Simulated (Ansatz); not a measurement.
C₃H₃, SMILES [C]#CC, multiplicity 2.

Geometry optimised at ωB97X-D3(BJ)/def2-TZVP. The isomer is the one that the SMILES or the coordinates give; other isomers of the formula were not compared.

Two levels are set side by side: PBE/def2-TZVPD (Ansatz, an electronic-structure program) and PBE0/def2-TZVPD (Ansatz). Energy differences of separate SCF runs at the same geometry; the states with an electron removed or added have multiplicity 3 and 1. Differences are taken from unrounded values.

```
quantity                          PBE0    PBE  PBE minus PBE0
-------------------------------  -----  -----  --------------
vertical ionisation energy (eV)  10.27  10.27            0.00
vertical electron affinity (eV)   2.57   2.59            0.02
```

Here PBE gives about what the other level gives.
